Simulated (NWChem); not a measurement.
BiH$_{3}$TeO$_{2}$; SMILES [OH][Bi]([OH])[TeH]

```xyz
7

Bi    -0.0575     0.9745    -0.2469
O      0.9982     1.3369     1.5214
H      1.0970     0.5111     2.0154
O     -1.9610     1.2271     0.5748
H     -1.8883     1.2153     1.5394
Te    -0.0809    -1.9008    -0.0366
H      1.4421    -1.9686    -0.7137
```
Atoms are numbered in this order, from 1.

Level: PBE0/def2-SVP with def2 effective core potentials on Te, Bi (NWChem), optimised geometry, unscaled harmonic frequencies. def2 effective core potentials on Te, Bi; no spin-orbit coupling.

Question: List the harmonic frequencies with IR intensities, and the thermochemistry.

Answer: 
```
frequency (cm⁻¹)  IR intensity (km/mol)
----------------  ---------------------
62                                 15.3
87                                  3.8
119                                12.5
162                                14.2
172                                 2.0
243                               103.9
330                                69.6
487                                 2.2
560                                79.2
572                                76.2
832                                86.0
854                                60.4
2137                               46.7
3846                               49.0
3853                               76.4
```

* **zero-point energy**: 20.5 kcal/mol
* **thermal correction to the enthalpy at 298.15 K (with zero-point energy)**: 26.0 kcal/mol
* **heat capacity Cv**: 23.6 cal/(mol K)
* **entropy at 298.15 K and 1 atm (symmetry number 1)**: 94.7 cal/(mol K)

Rigid rotor and harmonic oscillator; modes under 100 cm⁻¹ make the entropy uncertain.
